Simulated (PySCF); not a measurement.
Isomers of C2H5NSi. Isolated molecules, 0 K electronic values unless said otherwise. One relaxed conformer stands for each flexible species; it need not be the lowest. Strings in code marks are SMILES.

All values below come from PBE-D3(BJ)/def2-TZVP // B3LYP-D3(BJ)/def2-TZVP (PySCF). All candidates: neutral, multiplicity 1. Excitations are Tamm–Dancoff values on a coarser integration grid. The basis has no diffuse functions, so Rydberg states are missing or too high.

The HOMO comes out as -4.77 eV. The S1 excitation (TDA) is 2.91 eV. The brightest of the four lowest singlets (TDA) is 4.61 eV.

Task: Say which member has these values.
A) `C[SiH]=C=N`
B) `CN=C=[SiH2]`
C) `C1=[SiH]CN1`
D) `C=CN=[SiH2]` (C–C–N–Si torsion 55°)

Result: A, `C[SiH]=C=N`. The others give `CN=C=[SiH2]`: -4.63 eV, 3.06 eV, 4.41 eV; `C=CN=[SiH2]` (C–C–N–Si torsion 55°): -5.12 eV, 2.71 eV, 4.95 eV; `C1=[SiH]CN1`: -4.60 eV, 4.16 eV, 4.16 eV
